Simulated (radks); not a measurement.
Question: Charge is removed step by step from the 5s1/2 level of Sr+, starting from [Kr] 5s1. Calculated with a radial shooting solver on a logarithmic mesh with Libxc functionals: Dirac Kohn-Sham, PBE, spin-unpolarised, spherical densities, finite nucleus; Fermi nuclear charge, rms radius 4.224 fm. At the starting occupation the eigenvalue is -8.347 eV. Estimate the energy to remove one whole electron from this level, the eigenvalue at the end, and how far E(n) bends from a straight line.

Answer: Delta-SCF 11.005 eV; final eigenvalue -13.593 eV; the deviation from the straight line is -0.677 eV at 0.5 electron removed, the largest on the grid computed. Slater's transition state (half an electron removed) gives 10.985 eV. Integrating minus the eigenvalue over the occupation (Janak's theorem) gives 11.004 eV. The mean slope of the eigenvalue, de/dn, is 5.25 eV per electron. Ionisation energy of Sr+ in the NIST Atomic Spectra Database: 11.030 eV (measured).

Beside tabulated values, note that spin-unpolarised runs miss the spin-polarisation part of the exchange energy of open shells.
